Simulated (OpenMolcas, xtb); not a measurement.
**How methods differ on GeSiH3ClO (SMILES [SiH3][O][Ge][Cl])**

The species is GeSiH3ClO (7 atoms), meant as a singlet with charge 0. As SMILES, `[SiH3][O][Ge][Cl]`. The coordinates come from a PBE0-D4/def2-TZVP relaxation. This is one conformer, not always the lowest.

```csv
atom,x (Å),y (Å),z (Å)
Si,0.1844,0.6642,-0.6142
O,0.4345,-0.9595,-0.4138
Ge,0.0766,-2.2159,0.7769
Cl,-0.9918,-0.9951,2.2776
H,0.7959,1.0454,-1.9113
H,-1.2689,0.9651,-0.6433
H,0.8307,1.4278,0.4824
```

Each level gives the vertical energy of the triplet above the singlet (eV). The values are calculated.

| level | kind | program | value (eV) | less CCSD(T)/cc-pVDZ | CPU time (all runs) |
| --- | --- | --- | --- | --- | --- |
| GFN0-xTB | semi-empirical | xtb | 3.54 | +0.37 | under 2 s |
| GFN1-xTB | semi-empirical | xtb | 3.47 | +0.30 | under 2 s |
| HF/cc-pVDZ | Hartree–Fock | OpenMolcas | 2.52 | -0.65 | 24 s |
| SVWN5/cc-pVDZ | LDA | OpenMolcas | 3.47 | +0.30 | 63 s |
| PBE/cc-pVDZ | GGA | OpenMolcas | 3.30 | +0.13 | 1.7 min |
| M06-L/cc-pVDZ | meta-GGA | OpenMolcas | 3.57 | +0.40 | 2.3 min |
| PBE0/cc-pVDZ | global hybrid | OpenMolcas | 3.20 | +0.03 | 89 s |
| CCSD(T)/cc-pVDZ, open shells restricted | coupled cluster or CI | OpenMolcas | 3.17 | 0.00 | 2.7 min |

CCSD(T)/cc-pVDZ, open shells restricted is the highest level here, not the true value. All-electron rows without a relativistic Hamiltonian named are non-relativistic. The values span 2.52 to 3.57 eV. GFN0-xTB, GFN1-xTB: no spin polarisation, so open shells miss the exchange term that lowers them. In the correlated wave-function rows the outer d shell of Ge is correlated, in sets not made for it. The upper state's dipole differs much between rows, so they may not all be the same state. CPU times are rough (shared hosts, several kinds of processor and program).
